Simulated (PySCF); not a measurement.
`CC(C)O[SiH]([SiH3])[SiH3]`, C$_{3}$H$_{14}$OSi$_{3}$

Geometry:
```json
{"atom": "C1", "x (Å)": "-1.736", "y (Å)": "0.984", "z (Å)": "-0.990"}
{"atom": "C2", "x (Å)": "-1.475", "y (Å)": "-0.057", "z (Å)": "0.094"}
{"atom": "C3", "x (Å)": "-2.476", "y (Å)": "-1.206", "z (Å)": "0.022"}
{"atom": "O4", "x (Å)": "-0.184", "y (Å)": "-0.585", "z (Å)": "-0.061"}
{"atom": "Si5", "x (Å)": "1.191", "y (Å)": "-0.217", "z (Å)": "0.732"}
{"atom": "Si6", "x (Å)": "2.620", "y (Å)": "-1.726", "z (Å)": "-0.262"}
{"atom": "Si7", "x (Å)": "1.686", "y (Å)": "2.050", "z (Å)": "0.633"}
{"atom": "H8", "x (Å)": "-2.741", "y (Å)": "1.384", "z (Å)": "-0.892"}
{"atom": "H9", "x (Å)": "-1.629", "y (Å)": "0.524", "z (Å)": "-1.970"}
{"atom": "H10", "x (Å)": "-1.020", "y (Å)": "1.799", "z (Å)": "-0.907"}
{"atom": "H11", "x (Å)": "-1.551", "y (Å)": "0.425", "z (Å)": "1.081"}
{"atom": "H12", "x (Å)": "-2.405", "y (Å)": "-1.693", "z (Å)": "-0.948"}
{"atom": "H13", "x (Å)": "-3.487", "y (Å)": "-0.834", "z (Å)": "0.164"}
{"atom": "H14", "x (Å)": "-2.253", "y (Å)": "-1.938", "z (Å)": "0.794"}
{"atom": "H15", "x (Å)": "0.955", "y (Å)": "-0.527", "z (Å)": "2.168"}
{"atom": "H16", "x (Å)": "2.284", "y (Å)": "-3.147", "z (Å)": "-0.126"}
{"atom": "H17", "x (Å)": "3.940", "y (Å)": "-1.560", "z (Å)": "0.358"}
{"atom": "H18", "x (Å)": "2.818", "y (Å)": "-1.500", "z (Å)": "-1.698"}
{"atom": "H19", "x (Å)": "2.962", "y (Å)": "2.350", "z (Å)": "1.290"}
{"atom": "H20", "x (Å)": "1.805", "y (Å)": "2.559", "z (Å)": "-0.741"}
{"atom": "H21", "x (Å)": "0.688", "y (Å)": "2.933", "z (Å)": "1.259"}
```

Method: PySCF 2.14.0, GIAO B3LYP/pcSseg-1 magnetisability, rotational g tensor and spin-rotation constants, non-relativistic, gas phase. Geometry: GFN2-xTB.

Q: Give the nuclear spin-rotation constants along the inertial axes (H = +C I·J) beside the isotropic shieldings.

A: Rotational constants 1.5019, 0.9482, 0.6495 GHz. A star marks the isotopologue with that one atom substituted, in its own axes.
```csv
atom,isotope,Caa (kHz),Cbb (kHz),Ccc (kHz),mean (kHz),σ (ppm)
H8,1H,0.015,-0.097,-0.073,-0.052,30.8
H9,1H,-0.179,-0.072,-0.004,-0.085,30.7
H10,1H,-0.077,-0.030,-0.075,-0.061,30.5
H11,1H,-0.145,-0.056,-0.001,-0.067,28.2
H12,1H,-0.174,-0.056,-0.016,-0.082,30.6
H13,1H,0.016,-0.095,-0.076,-0.051,30.9
H14,1H,-0.142,-0.064,-0.021,-0.076,30.4
H15,1H,-0.134,-0.081,0.040,-0.058,26.1
H16,1H,-0.141,0.029,-0.060,-0.057,28.3
H17,1H,0.032,-0.087,-0.059,-0.038,28.7
H18,1H,-0.147,-0.091,0.024,-0.071,28.4
H19,1H,0.012,-0.075,-0.060,-0.041,28.7
H20,1H,-0.149,-0.081,0.018,-0.071,28.4
H21,1H,-0.061,-0.030,-0.053,-0.048,28.2
C1,13C*,0.261,0.157,0.100,0.172,154.0
C2,13C*,0.295,0.233,0.166,0.231,108.1
O4,17O*,-0.175,-0.071,-0.043,-0.096,292.7
Si5,29Si*,-0.772,-0.634,-0.458,-0.621,353.8
Si6,29Si*,-0.754,-0.486,-0.330,-0.523,451.9
```
For the geometry as given, no vibrational averaging.

Q: How do the rotational constants and the g tensor change when H8, H9, H10, H11, H12, H13, H14, H15, H16, H17, H18, H19, H20, H21 are replaced by deuterium?

A: Constants 1.2491, 0.7948, 0.5549 GHz; g -0.0142, -0.0103, -0.0083, against -0.0171, -0.0122, -0.0097 before.
